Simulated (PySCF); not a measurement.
## C₆ coefficients of unlike pairs at PBE

Calculated with PySCF 2.14 from the dipole response of each species, C₆(A,B) = (3/π) ∫ α_A(iu) α_B(iu) du, in atomic units, from isotropic polarisabilities. For ions this is the dispersion term alone; charge-induced terms of lower order in 1/R come first.

```csv
species,configuration,basis,relativity,α (bohr³),C₆ (like pair)
Hg+,[Xe] 4f14 5d10 6s1 (2S),aug-cc-pVTZ-PP with ECP60MDF (6s6p5d3f2g),core potential,19.16,145.2
Sb(2+),[Kr] 4d10 5s2 5p1 (2P),"x2c-TZVPPall with one added diffuse shell each of s, p, d, f type (9s7p5d3f)",spin-free X2C,15.65,98.38
S,[Ne] 3s2 3p4 (3P),aug-cc-pVTZ-DK (6s5p3d2f),spin-free X2C,20.52,143.0
Co,[Ar] 3d7 4s2 (4F),aug-cc-pVDZ (7s6p4d2f),none,55.51,469.4
```

Problem. Estimate C₆ for Sb(2+) with Hg+.

Solution. The integral gives 119.3. The combination rule 2 C_A C_B / (C_A α_B/α_A + C_B α_A/α_B) gives 119.5 and the geometric mean 119.5.

No spin-orbit coupling is included.

The other pairs:

| pair | C₆ |
| --- | --- |
| Co, Hg+ | 235.8 |
| S, Sb(2+) | 117.4 |
| Co, Sb(2+) | 196.0 |
| Co, S | 243.8 |
| S, Hg+ | 141.6 |
